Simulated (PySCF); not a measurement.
InH2(iBu), C₄H₁₁In.
SMILES: `[CH2]([InH2])C(C)C`

A linear-response calculation (PySCF, def2-SVPD basis, gas phase, vertical, core orbitals frozen in the response) gave these numbers; the functional is withheld.

Orbital energies (eV): HOMO-3 -9.24, HOMO-2 -9.18, HOMO-1 -7.57, HOMO -6.89, LUMO -1.82, LUMO+1 0.04, LUMO+2 0.15.

```csv
state,E (eV),f,"main configurations (H = HOMO, L = LUMO)"
S1,4.04,0.0001,H→L (100%)
S2,4.68,0.0000,H-1→L (100%)
S3,6.25,0.0045,H→L+2 (93%)
S4,6.42,0.171,"H→L+1 (66%), H-2→L (25%)"
S5,6.54,0.075,"H-2→L (74%), H→L+1 (20%)"
S6,6.57,0.0005,H-3→L (99%)
```

Triplets, Tamm–Dancoff:

```csv
state,E (eV),λ (nm),"main configurations (H = HOMO, L = LUMO)"
T1,3.78,328.1,H→L (99%)
T2,4.31,287.5,H-1→L (99%)
T3,5.29,234.2,H→L+1 (94%)
T4,5.80,213.7,H-1→L+1 (87%)
```

Vertical ionisation energy by ΔSCF with the same functional: 8.95 eV. Mean static polarisability: 90.9 au.

Orbitals of the list HOMO-3 to LUMO+2 that lie within 0.01 eV of each other are written together with a slash and their weights summed (≥ marks a lower bound); for degenerate orbitals outside that list single weights are arbitrary.

Question: Name the functional.
A. HF
B. CAM-B3LYP
C. B3LYP
D. PBE

Answer: C. B3LYP is a global hybrid with 20% exact exchange. In this run −ε(HOMO) = 6.89 eV differs from the ΔSCF value by -2.06 eV, and S1 differs from the orbital gap of 5.07 eV by -1.03 eV. The ratio −ε(HOMO)/IP is 0.77. Small neutral molecules mostly give 0.67 to 0.83 with B3LYP, 0.5 to 0.7 with PBE, 0.85 to 0.93 with CAM-B3LYP; with Hartree–Fock the ratio is 1 or more (Koopmans' value less the relaxation energy is the ΔSCF value).

Computed with TDDFT B3LYP/def2-SVPD, vertical, gas phase, core orbitals frozen in the response, def2 core potentials past Kr (PySCF). The structure is a single PBE0-D3(BJ)/def2-SVP conformer in the gas phase; no vibrational or solvent corrections. Spin–orbit coupling is left out.

On AMD EPYC, one thread (shared host), this took 4.4 min wall (with the writing of density and orbital grids) and 0.99 GiB of memory at its peak.
